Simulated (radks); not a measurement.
The numbers below are computed, except where a source is named.
Ho+, configuration [Kr] 4d10 4f11 5s2 5p5 6s2 (not the ground configuration). Level of theory: scalar-relativistic Kohn-Sham, PBE, spin-polarised, spherical densities, point nucleus; open shells are filled with parallel spins first (spin-orbit coupling, left out, can overturn this in heavy ions) (a radial shooting solver on a logarithmic mesh with Libxc functionals).

Radial electron density D(r) = 4 pi r^2 rho(r):

| r (bohr) | D(r) (e/bohr) | spin D(r) |
|---|---|---|
| 0.00402 | 37.69 | 0.000181 |
| 0.005448 | 52.85 | 0.000433 |
| 0.007383 | 69.33 | 0.00107 |
| 0.01001 | 83.34 | 0.00262 |
| 0.01356 | 89.98 | 0.00622 |
| 0.01838 | 86.94 | 0.0137 |
| 0.02491 | 80.25 | 0.0265 |
| 0.03376 | 83.86 | 0.0422 |
| 0.04575 | 103.9 | 0.0485 |
| 0.062 | 120.1 | 0.0288 |
| 0.08403 | 108.0 | 0.00295 |
| 0.1148 | 90.74 | 0.0707 |
| 0.1556 | 103.0 | 0.322 |
| 0.2109 | 98.63 | 0.817 |
| 0.2858 | 58.24 | 1.87 |
| 0.3873 | 50.52 | 3.40 |
| 0.5249 | 56.34 | 3.95 |
| 0.7114 | 35.00 | 3.21 |
| 0.9641 | 17.41 | 2.53 |
| 1.307 | 10.40 | 1.81 |
| 1.771 | 4.748 | 0.817 |
| 2.419 | 1.665 | 0.188 |
| 3.279 | 0.8958 | 0.0162 |
| 4.443 | 0.3873 | -0.00904 |
| 6.022 | 0.07145 | -0.00369 |
| 8.161 | 0.004216 | -0.000358 |

D(r) has 4 maxima, at r = 0.0142, 0.0640, 0.178, 0.485 bohr, and minima at 0.0274, 0.117, 0.346 bohr, inside which lie 1.93, 11.13, 29.56 electrons.
